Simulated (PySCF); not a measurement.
From results back to the method.

C4H5F3.
SMILES with atom numbers: `[CH3:1]/[C:2]([F:3])=[C:4](/[F:5])[CH2:6][F:7]` (hydrogens: H8, H9, H10 on C1; H11, H12 on C6)

Geometry (PBE0-D3(BJ)/def2-SVP, Å), atoms numbered from 1 in this order:
```
atom  x, y, z in Å
C1     1.3502   -0.6128    0.7048
C2     0.7312    0.6476    0.2334
F3     1.4828    1.7321    0.4412
C4    -0.4575    0.8113   -0.3564
F5    -0.8329    2.0336   -0.7540
C6    -1.4870   -0.2272   -0.6755
F7    -1.5493   -1.2167    0.2706
H8     1.5561   -0.5490    1.7854
H9     0.6956   -1.4725    0.5273
H10    2.3144   -0.7681    0.1948
H11   -1.3025   -0.7029   -1.6555
H12   -2.4593    0.2910   -0.7253
```

The closed-shell ground state was solved 4 times with PySCF (density fitting, gas phase), always with PBE0, in these basis sets: 6-311+G(2d,p), STO-3G, aug-cc-pVDZ and pcSseg-0.

| row | total energy (Eh) | HOMO (eV) | LUMO (eV) | dipole (D) |
| --- | --- | --- | --- | --- |
| P | -454.5985 | -7.12 | -0.02 | 1.84 |
| Q | -453.4003 | -7.16 | 0.09 | 2.08 |
| R | -454.5120 | -7.09 | -0.18 | 1.81 |
| S | -448.2760 | -3.56 | 3.86 | 0.78 |

Which basis belongs to which row?

P = 6-311+G(2d,p), Q = pcSseg-0, R = aug-cc-pVDZ, S = STO-3G. From the lowest total energy up: 6-311+G(2d,p) (219 functions) 0 eV; aug-cc-pVDZ (206 functions) +2.35 eV; pcSseg-0 (73 functions) +32.60 eV; STO-3G (40 functions) +172.04 eV.

One conformer stands for the species.
